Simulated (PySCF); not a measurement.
## ECD: `C[C@H](F)[C@@H](C)C#[N+][SiH3]`, [C5H11FNSi]+, charge +1

Molfile (atoms numbered from 1):
```
C5H11FNSi
     RDKit          3D

 19 18  0  0  0  0  0  0  0  0999 V2000
   -1.8364    1.0190   -0.2836 C   0  0  0  0  0  0  0  0  0  0  0  0
   -1.5976   -0.2247    0.5487 C   0  0  2  0  0  0  0  0  0  0  0  0
   -1.3521    0.1280    1.8541 F   0  0  0  0  0  0  0  0  0  0  0  0
   -0.3773   -1.0867    0.0843 C   0  0  1  0  0  0  0  0  0  0  0  0
   -0.5011   -1.5821   -1.3647 C   0  0  0  0  0  0  0  0  0  0  0  0
    0.8034   -0.3395    0.2822 C   0  0  0  0  0  0  0  0  0  0  0  0
    1.7406    0.3051    0.4598 N   0  0  0  0  0  0  0  0  0  0  0  0
    3.1718    1.3360    0.8812 Si  0  0  0  0  0  4  0  0  0  0  0  0
   -0.9385    1.6301   -0.3455 H   0  0  0  0  0  0  0  0  0  0  0  0
   -2.1676    0.7526   -1.2821 H   0  0  0  0  0  0  0  0  0  0  0  0
   -2.6195    1.6083    0.1887 H   0  0  0  0  0  0  0  0  0  0  0  0
   -2.4846   -0.8700    0.5647 H   0  0  0  0  0  0  0  0  0  0  0  0
   -0.3179   -1.9503    0.7636 H   0  0  0  0  0  0  0  0  0  0  0  0
   -0.4636   -0.7565   -2.0691 H   0  0  0  0  0  0  0  0  0  0  0  0
   -1.4479   -2.1022   -1.4814 H   0  0  0  0  0  0  0  0  0  0  0  0
    0.3026   -2.2756   -1.5971 H   0  0  0  0  0  0  0  0  0  0  0  0
    4.2390    0.4548    0.4325 H   0  0  0  0  0  0  0  0  0  0  0  0
    2.8748    2.4890    0.0429 H   0  0  0  0  0  0  0  0  0  0  0  0
    2.9620    1.4738    2.3137 H   0  0  0  0  0  0  0  0  0  0  0  0
  1  2  1  0
  2  3  1  0
  2  4  1  0
  4  5  1  0
  4  6  1  0
  6  7  3  0
  7  8  1  0
  1  9  1  0
  1 10  1  0
  1 11  1  0
  2 12  1  1
  4 13  1  1
  5 14  1  0
  5 15  1  0
  5 16  1  0
  8 17  1  0
  8 18  1  0
  8 19  1  0
M  CHG  1   7   1
M  END
```

Method: TDDFT B3LYP/def2-SVPD circular dichroism and optical rotation, one conformer, gas phase (PySCF). Geometry: GFN2-xTB.

The molecule is flexible and this is one conformer; a measurement averages over conformers. Singlets 14 and 15 lie within 0.01 eV of each other, so their separate moments and overlaps can depend on how they mix.

(1) Assign R or S to each stereocentre.

(2) List the lowest 16 singlet excitations with oscillator and rotatory strengths.

Results:

(1) C2 S, C4 S.

(2) Rotatory strengths R in 10⁻⁴⁰ esu² cm², velocity form and length form (origin at the centre of mass); f in length form.
```
state  E (eV)  λ (nm)      f  R (velocity)  R (length)                                    main
    1    6.40     194  0.002          +1.6        +1.9                        HOMO→LUMO+1 0.90
    2    6.47     191  0.023         -18.8       -19.2        HOMO→LUMO 0.52, HOMO−1→LUMO 0.36
    3    6.53     190  0.055         +10.9       +11.0        HOMO−1→LUMO 0.60, HOMO→LUMO 0.33
    4    6.68     185  0.020          +0.3        +0.4                      HOMO−1→LUMO+1 0.92
    5    7.01     177  0.004          -3.3        -3.3                        HOMO−2→LUMO 0.90
    6    7.28     170  0.025          +3.5        +3.0    HOMO−2→LUMO+1 0.48, HOMO−3→LUMO 0.45
    7    7.38     168  0.006          -6.5        -6.4                      HOMO−3→LUMO+1 0.91
    8    7.81     159  0.036         +40.6       +40.2      HOMO−4→LUMO 0.73, HOMO−5→LUMO 0.15
    9    7.88     157  0.052          -2.6        -2.9                        HOMO−5→LUMO 0.67
   10    7.94     156  0.214         -21.6       -22.3    HOMO−3→LUMO 0.20, HOMO−2→LUMO+1 0.19
   11    7.96     156  0.019          -3.4        -3.5  HOMO−4→LUMO+1 0.74, HOMO−5→LUMO+1 0.13
   12    7.99     155  0.066          +1.6        +1.8                        HOMO→LUMO+2 0.78
   13    8.04     154  0.056         -12.4       -12.2    HOMO−6→LUMO 0.59, HOMO−5→LUMO+1 0.20
   14    8.14     152  0.032          +5.1        +5.1  HOMO−1→LUMO+2 0.33, HOMO−5→LUMO+1 0.31
   15    8.15     152  0.060         -11.5       -11.5  HOMO−1→LUMO+2 0.64, HOMO−5→LUMO+1 0.15
   16    8.21     151  0.017          +1.4        +1.1                      HOMO−6→LUMO+1 0.90
```

Among the states computed, the strongest CD band (largest |R|) is state 8. The largest dissymmetry factor in size, g = 4R/(D+G), with D and G the electric and magnetic dipole strengths, is +0.013 for state 8 (velocity form, f = 0.036), among bands with |R| over 0.5. The mirror image has the same energies and oscillator strengths and all R with the opposite sign.
